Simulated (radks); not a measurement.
Values are calculated unless marked as measured or tabulated.
All-electron atom: the mercury ion Hg37+ in [Kr] 4d7 (the NIST ground configuration).

Code: a radial shooting solver on a logarithmic mesh with Libxc functionals. Model: Dirac Kohn-Sham, PBE, spin-unpolarised, spherical densities, point nucleus; open shells are shared between the two j in proportion to 2j + 1.

Energy parts (Ry):
| part | energy |
|---|---|
| total | -37730.0550 |
| kinetic | 43801.7195 |
| electron-nucleus | -90071.0967 |
| Hartree | 9159.6628 |
| exchange-correlation | -620.3406 |

Orbitals (lengths in bohr, moments of r in powers of bohr; <r^-3> diverges for s and p1/2; r(90%) holds 90 % of the orbital's charge):
| orbital | occ. | eigenvalue (Ry) | r(90%) | <r^-3> | small-component weight |
|---|---|---|---|---|---|
| 1s1/2 | 2 | -6218.641 | 0.0303 | - | 9.27e-02 |
| 2s1/2 | 2 | -1196.080 | 0.109 | - | 2.13e-02 |
| 2p1/2 | 2 | -1151.964 | 0.0950 | - | 2.13e-02 |
| 2p3/2 | 4 | -1008.835 | 0.107 | 21430 | 1.89e-02 |
| 3s1/2 | 2 | -370.0901 | 0.263 | - | 7.22e-03 |
| 3p1/2 | 2 | -350.5385 | 0.255 | - | 7.16e-03 |
| 3p3/2 | 4 | -318.3027 | 0.276 | 5107 | 6.47e-03 |
| 3d3/2 | 4 | -286.3730 | 0.249 | 890.3 | 6.33e-03 |
| 3d5/2 | 6 | -279.4582 | 0.255 | 735.7 | 6.15e-03 |
| 4s1/2 | 2 | -158.3355 | 0.525 | - | 2.92e-03 |
| 4p1/2 | 2 | -149.8467 | 0.527 | - | 2.85e-03 |
| 4p3/2 | 4 | -140.1899 | 0.560 | 1567 | 2.63e-03 |
| 4d3/2 | 2.8 | -126.5675 | 0.558 | 265.1 | 2.48e-03 |
| 4d5/2 | 4.2 | -124.5542 | 0.567 | 216.9 | 2.43e-03 |

The highest occupied level is 4d5/2 at -1694.6 eV. The density falls to 0.001 e/bohr^3 at r = 1.06 bohr. For comparison, the ionisation energy in NIST's Atomic Spectra Database is 1723 eV (theoretical). In exact Kohn-Sham theory the highest level is minus the ionisation energy, but local and semilocal functionals leave it too shallow, through self-interaction and a potential that decays too fast; potentials with the right tail come closer. Summed over all electrons, <r^2> = 3.157 bohr^2, which gives a Langevin (diamagnetic) susceptibility term of -2.5 x 10^-6 cm^3/mol.

Beside tabulated values, note that spin-unpolarised runs miss the spin-polarisation part of the exchange energy of open shells.
